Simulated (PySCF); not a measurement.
**Tc+: excitation energy**

Tc+ [Kr] 4d5 5s1 (7S) → Tc+ [Kr] 4d5 5p1 (7P), as a difference of total energies. Calculation: PySCF 2.14, in ANO-RCC-VTZP; the spin-free X2C one-electron Hamiltonian (Gaussian nucleus). Correlated levels: valence and next inner shell: [Ar] 3d10 frozen. The calculations carry no spin-orbit coupling.

```
                                method  excitation energy (eV)
                                   UHF                   4.459
    MP2 (valence and next inner shell)                   4.839
SCS-MP2 (valence and next inner shell)                   4.700
   CCSD (valence and next inner shell)                   4.766
CCSD(T) (valence and next inner shell)                   4.784
```

How much does correlation contribute at CCSD(T) (valence and next inner shell)?

4.784 − (4.459) = 0.325 eV, measured against UHF.

A first-order spin-orbit estimate (lowest level to lowest level, LS coupling) adds -0.086 eV.

The basis was made for the ground configuration and has no added diffuse functions, so the excitation energy can come out too high.
